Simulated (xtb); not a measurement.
C3H8N, doublet, geometry from GFN2-xTB. Base run: GFN2-xTB run with xtb 6.7.1.

The xtb input:
```
$ xtb mol.xyz --gfn 2 --uhf 1 --json

# file mol.xyz
12

C     -1.19900215    -0.83639300     0.12677471
C      0.01387559     0.02593350     0.15918196
C      1.35357790    -0.54836869    -0.14265299
N     -0.15604386     1.41099659     0.03001501
H     -1.00348330    -1.78518800     0.62292084
H     -1.52305459    -1.06507776    -0.90040408
H     -2.03019307    -0.34664268     0.63260756
H      1.47859716    -1.50511862     0.36093446
H      2.14235413     0.12417312     0.19219051
H      1.50113967    -0.72383813    -1.21961119
H      0.58823510     1.88250990    -0.46690228
H     -1.07199613     1.69517515    -0.29166300
```

Each row names what was changed in the base input (with any setting that the change needs).

```tsv
change	ΔE vs base (kJ/mol)	dipole (D)	G_solv (kcal/mol)	SCF cycles
base	0.00	1.54	-	10
alpb = acetonitrile	-15.51	1.64	-3.82	10
gbsa = methanol	-16.55	1.63	-4.15	10
alpb = methanol	-17.59	1.65	-4.41	10
etemp = 1000	0.00	1.54	-	10
acc = 30	0.00	1.54	-	7
alpb = hexane	-12.64	1.59	-3.07	10
acc = 0.0001	0.00	1.54	-	15
```

ALPB and GBSA are two models with their own fitted parameters for each solvent, which aren't always the measured dielectric constant.
